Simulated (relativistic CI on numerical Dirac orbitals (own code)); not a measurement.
Radial Dirac CI calculation of Ne IV.

Command:

```sh
python run_levels.py task.json out
```

Input:

```
atom Ne  Z=10  charge=3  electrons=7
nucleus A=20  rms_radius_fm=3.0055
hamiltonian dirac-coulomb  breit=on  qed=on  c_scale=2
orbitals kli  potential=per-configuration
slater_scale 1
correlation none
mixing on
grid step=0.0125 r_max=19.8
scf mixing=0.4 start=green max_iterations=150 tolerance=2e-08 node_fill=0.05
configurations
  [He] 2s2 2p3
end
```

Output:

```
SCF 1: [He] 2s2 2p3
 iter      energy (Ha)   residual   last orbital (Ha)
    1      -122.607746   9.61e-01     -5.18482
    2      -123.600288   4.87e-01     -4.25037
    3      -123.932613   1.16e-02     -3.46117
    4      -123.933372   8.82e-03     -3.49106
    5      -123.933410   2.76e-04     -3.48056
    6      -123.933411   1.81e-04     -3.48034
    7      -123.933410   3.34e-06     -3.47992
    8      -123.933410   5.51e-08     -3.47991
    9      -123.933410   2.57e-08     -3.47991
   10      -123.933410   3.85e-11     -3.47991
orbital energies (Ha): 1s -34.1882  2s -4.3208  2p1/2 -3.4813  2p3/2 -3.4799
configuration averages (Ha): Dirac-Coulomb, Breit, QED
  2p3                           -123.933410    0.003947    0.010185
levels: no., configuration, term, J, E (cm-1), weight
   1 2p3                    4S*  3/2              0.0  1.00
   2 2p3                    2D*  5/2          44582.5  1.00
   3 2p3                    2D*  3/2          44599.4  1.00
   4 2p3                    2P*  3/2          74334.6  1.00
   5 2p3                    2P*  1/2          74334.6  1.00
lowest total energy -124.122473 Ha
end: converged
```

Against the reference input this run has: speed of light × 2. The reference run ends at -124.220014 Ha with Breit and QED terms. With a changed speed of light or nuclear radius the levels are not those of the real ion, and the QED model is not rescaled.

With so few configurations and no correlation, terms lie too far apart (by 10 to 50 % or more near neutrality), their order can be wrong, and levels of other configurations are missing.

Run time about 0.043 s of CPU on one thread of Neoverse-V1 (shared host).
